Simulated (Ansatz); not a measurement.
Al(Cl)(F)(NHMe) (CH4AlClFN), SMILES [Al]([Cl])([NH]C)[F].

Coordinates come from a PBE0-D3(BJ)/def2-SVP optimisation. The structure was generated by enumeration; whether it is a known compound was not checked. Other conformers were not sampled.

Two levels are set side by side: PBE/def2-SVPD (Ansatz, a first-principles code) and PBE0/def2-SVPD (Ansatz). Energy differences of separate SCF runs at the same geometry; the states with an electron removed or added have multiplicity 2 and 2. Differences are taken from unrounded values.

| quantity | PBE0 | PBE | PBE minus PBE0 |
|---|---|---|---|
| vertical ionisation energy (eV) | 9.54 | 9.39 | -0.15 |
| vertical singlet–triplet gap (eV) | 4.98 | 4.75 | -0.23 |
